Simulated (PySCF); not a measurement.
fluoro(fluorosilyloxy)silane (F2H4OSi2), SMILES F[SiH2]O[SiH2]F.

Geometry: PBE0-D3(BJ)/def2-SVP. Other conformers were not sampled.

Level of theory: TDDFT-B3LYP/def2-SVPD (PySCF).

Vertical excitations.  State labels are in the subgroup C2.

Computed lowest excited states:
| state | symmetry | energy (eV) | λ (nm) | f | main pairs |
|---|---|---|---|---|---|
| S1 | B | 7.96 | 156 | 0.010 | HOMO→LUMO 87 % |
| S2 | B | 8.04 | 154 | 0.013 | HOMO→LUMO+1 88 % |
| S3 | A | 8.11 | 153 | 0.004 | HOMO−1→LUMO 52 %, HOMO→LUMO+2 43 % |
| S4 | A | 8.24 | 150 | 0.002 | HOMO−1→LUMO+1 64 %, HOMO−1→LUMO 22 % |
| S5 | A | 8.56 | 145 | 0.002 | HOMO→LUMO+2 45 %, HOMO−1→LUMO+1 31 %, HOMO−1→LUMO 22 % |
| S6 | B | 8.60 | 144 | 0.065 | HOMO−1→LUMO+2 83 % |
| S7 | B | 8.94 | 139 | 0.058 | HOMO→LUMO+3 90 % |
| S8 | A | 9.07 | 137 | 0.005 | HOMO→LUMO+4 55 %, HOMO−1→LUMO+3 35 % |
| S9 | A | 9.23 | 134 | 0.097 | HOMO−1→LUMO+3 38 %, HOMO→LUMO+4 35 %, HOMO→LUMO+5 23 % |
| S10 | B | 9.40 | 132 | 0.048 | HOMO−1→LUMO+4 88 % |
| T1 | B | 7.56 | 164 | 0 | HOMO→LUMO 82 %, HOMO−1→LUMO+2 13 % |
| T2 | A | 7.65 | 162 | 0 | HOMO−1→LUMO 47 %, HOMO→LUMO+2 44 % |
| T3 | B | 7.71 | 161 | 0 | HOMO→LUMO+1 80 % |
| T4 | A | 7.86 | 158 | 0 | HOMO−1→LUMO+1 57 %, HOMO−1→LUMO 20 %, HOMO→LUMO+4 14 % |
Triplets are in the Tamm–Dancoff approximation, which puts them higher than full response would, so one can lie above its singlet here.
